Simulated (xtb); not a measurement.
xtb input:

```bash
xtb mol.xyz --gfn 2 --ohess tight --chrg 1 --uhf 0
```
mol.xyz:
```
10

N      1.22459388     1.04040051    -0.60339255
Si     0.16278230    -0.06299208     0.07916513
N     -1.55304839     0.41563682    -0.39799775
F      0.18197575    -1.51063988    -0.55198805
F      0.02736283    -0.02929823     1.62396682
H      1.66162754     1.74670060    -0.10290993
H      1.74350080     0.80239945    -1.46509986
H     -1.86543503     1.33266389    -0.07316599
H     -1.73451336     0.38243955    -1.44703031
H     -2.30237012    -0.22298126    -0.00380362
```

Q: Predict the final energy.

A: -19.30195 Eh (GFN2-xTB).

It need not be the lowest isomer of its formula.
